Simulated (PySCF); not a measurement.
# Two-photon absorption: SMILES CB(C)c1cccn1C, C₇H₁₂BN

Geometry:
```csv
atom,x (Å),y (Å),z (Å)
C1,-2.451,-1.458,0.491
B2,-1.430,-0.307,0.108
C3,-1.955,1.181,-0.042
C4,0.041,-0.720,-0.098
C5,0.557,-2.018,0.024
C6,1.936,-1.997,-0.238
C7,2.253,-0.676,-0.519
N8,1.131,0.079,-0.437
C9,1.120,1.500,-0.674
H10,-2.460,-2.247,-0.280
H11,-3.484,-1.103,0.623
H12,-2.143,-1.959,1.425
H13,-1.761,1.579,-1.053
H14,-1.438,1.866,0.651
H15,-3.035,1.270,0.148
H16,-0.036,-2.893,0.282
H17,2.633,-2.832,-0.227
H18,3.210,-0.223,-0.775
H19,0.785,2.052,0.216
H20,0.460,1.761,-1.513
H21,2.138,1.826,-0.920
```

Method: TDDFT CAM-B3LYP/aug-cc-pVDZ excited states, vertical, gas phase in PySCF. Geometry: PBE0-D3(BJ)/def2-SVP.

Q: Give the one- and two-photon strengths of the lowest singlets.

A: δ for parallel linear polarisation; σ at the peak of a Lorentzian of half width 0.1 eV, single beam; Ω is circular over linear.
| state | E (eV) | f | photon λ (nm) | δ (au) | σ (GM) | Ω | main |
| --- | --- | --- | --- | --- | --- | --- | --- |
| S1 | 4.87 | 0.331 | 510 | 319 | 2.77 | 0.91 | HOMO→LUMO 0.96 |
| S2 | 5.37 | 0.048 | 462 | 77.9 | 0.82 | 1.12 | HOMO−1→LUMO 0.94 |
| S3 | 5.50 | 0.002 | 451 | 167 | 1.85 | 1.50 | HOMO→LUMO+1 0.79, HOMO→LUMO+7 0.08 |
| S4 | 6.01 | 0.025 | 413 | 56.7 | 0.75 | 1.50 | HOMO→LUMO+2 0.49, HOMO→LUMO+3 0.15 |
| S5 | 6.09 | 0.000 | 407 | 14 | 0.19 | 1.50 | HOMO→LUMO+3 0.68, HOMO→LUMO+2 0.17 |
| S6 | 6.17 | 0.009 | 402 | 1.41 | 0.02 | 1.50 | HOMO−1→LUMO+1 0.66, HOMO→LUMO+2 0.11 |

Among these, the strongest one-photon state is S1, the strongest two-photon state S1, with a dipole change of 3.0 D (relaxed, norm of the difference vector).
